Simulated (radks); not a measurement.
Values are calculated unless marked as measured or tabulated.
Cd III, 46 electrons, occupied as [Kr] 4d10.

Level of theory: scalar-relativistic Kohn-Sham, LB94 model potential, spin-unpolarised, spherical densities, finite nucleus; Fermi nuclear charge, rms radius 4.6087 fm (a radial shooting solver on a logarithmic mesh with Libxc functionals).

Energy parts (eV):
kinetic: 158898.580
electron-nucleus: -367779.700
Hartree: 60864.929
(The LB94 potential has no energy functional, so no total or exchange-correlation energy is given.)

Orbitals (lengths in bohr, moments of r in powers of bohr; r(90%) holds 90 % of the orbital's charge):
| orbital | occ. | eigenvalue (eV) | <r> | <r^4> | r(90%) |
|---|---|---|---|---|---|
| 1s | 2 | -26684.95 | 0.03035 | 4.033e-06 | 0.0545 |
| 2s | 2 | -3997.686 | 0.1314 | 0.0007091 | 0.203 |
| 2p | 6 | -3594.836 | 0.1145 | 0.0005076 | 0.186 |
| 3s | 2 | -772.6376 | 0.3581 | 0.03270 | 0.526 |
| 3p | 6 | -639.9385 | 0.3565 | 0.03468 | 0.535 |
| 3d | 10 | -431.5105 | 0.3335 | 0.03230 | 0.526 |
| 4s | 2 | -132.6029 | 0.8780 | 1.156 | 1.28 |
| 4p | 6 | -93.7514 | 0.9604 | 1.769 | 1.42 |
| 4d | 10 | -38.6250 | 1.250 | 6.525 | 1.97 |

The highest occupied level is 4d at -38.625 eV. Summed over all electrons, <r^2> = 29.41 bohr^2, which gives a Langevin (diamagnetic) susceptibility term of -23.3 x 10^-6 cm^3/mol. The density falls to 0.001 e/bohr^3 at r = 3.21 bohr. The electron density at the nucleus is 1.637e+05 e/bohr^3 (large components only).
